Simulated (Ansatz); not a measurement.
**Energy profile**

The step: SiH₂Cl₂O₂ ([OH][Si]([OH])([Cl])[Cl]) → SiCl₂O ([O][Si]([Cl])[Cl]) + H₂O (still joined by a long Si–O bond); bonds formed: O2–H4; bonds broken: O3–H4; bonds weakened to dative contacts: Si1–O2 (atoms numbered as in the saddle structure below).

```
7
angstrom
Si 0.3231 0.1317 0.5754
O -0.3600 0.0440 -1.1231
O 1.2456 -1.0472 0.1807
H 0.3524 -0.7733 -1.0365
Cl 0.9984 2.0153 0.8353
Cl -1.2872 -0.1143 1.7916
H -1.2723 -0.2561 -1.2235
```

Electronic energies by CCSD(T) at an estimated basis limit (MP2 extrapolated from triple and quadruple zeta, plus CCSD(T) − MP2 in triple zeta), on PBE0-D4/def2-TZVP structures; SiH2Cl2O2, closed shell; no counterpoise correction. Computed with Ansatz 0.2.0 (basis: def2-TZVPP and def2-QZVPP); correlated methods freeze the cores. Extrapolation: Hartree–Fock as exp(−7.88 √X), correlation as X^−2.97.

(1) Give the profile in kcal/mol, counted from the start structure. (An estimate is asked for; the value comes from the calculation.)

The T1 diagnostic stays at or below 0.016.

## Answers

(1) By the calculation:
```tsv
point	kcal/mol
start structure	0.00
saddle	54.60
end structure	50.14
separated: SiCl2O (linked as [O][Si]([Cl])[Cl]; Si1, O3, Cl5, Cl6; singlet) + H2O (O2, H4, H7; singlet)	74.39
```

For scale, one of the runs: CCSD(T)/def2-TZVPP, 216 basis functions, launched by `ansatz run in.yaml --threads 4 --pin off --events-out ev --progress --plain --max-ram 9574MiB`. The run took 86 s on 4 CPU threads of an Arm Neoverse V1 (shared host), with 3 GiB of host memory at its peak.
